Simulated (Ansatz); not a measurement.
W6⁺. Charge 1, multiplicity 2. Geometry relaxed at PBE-D4/def2-SVP.

```xyz
6

W    -0.241   -0.509    1.416
W    -0.963    1.538    0.375
W     0.081   -2.116   -0.409
W     1.381    1.334    0.982
W     1.055    0.073   -1.097
W    -1.313   -0.320   -1.267
```

In the def2 sets W takes a core potential; there is no spin–orbit coupling. The structure comes from a short search, and lower isomers may exist.

Q: Estimate the harmonic wavenumbers at UKS PBE-D4/def2-SVP (Ansatz, unscaled). Is this a minimum?

A: 85, 101, 108, 125, 129, 130, 149, 181, 205, 215, 267, 270 cm⁻¹. Yes, no mode is imaginary beyond noise. Zero-point energy 11.8 kJ/mol. Run time 4.7 min (4 threads of Arm Neoverse V2 on a shared host).
